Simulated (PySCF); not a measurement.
1,1-difluoro-2-methylprop-1-ene (C4H6F2), SMILES CC(C)=C(F)F.

Coordinates come from a PBE0-D3(BJ)/def2-SVP optimisation.

These are M06-2X/def2-TZVP run with PySCF values and carry that method's errors.

Symmetry labels are those of the subgroup C2v that the program uses (full group C2v).

Q: List the valence orbital energies around the gap with their symmetry. (An estimate is asked for; the answer gives what the named calculation found.)

A: 
```tsv
orbital	symmetry	energy (eV)
HOMO−7	B2	-14.50
HOMO−6	A1	-14.16
HOMO−5	B1	-13.79
HOMO−4	B2	-12.98
HOMO−3	A2	-12.49
HOMO−2	A1	-12.19
HOMO−1	B2	-11.65
HOMO	B1	-8.12
LUMO	A1	1.78
LUMO+1	B1	1.87
LUMO+2	B2	2.87
LUMO+3	A1	3.32
```
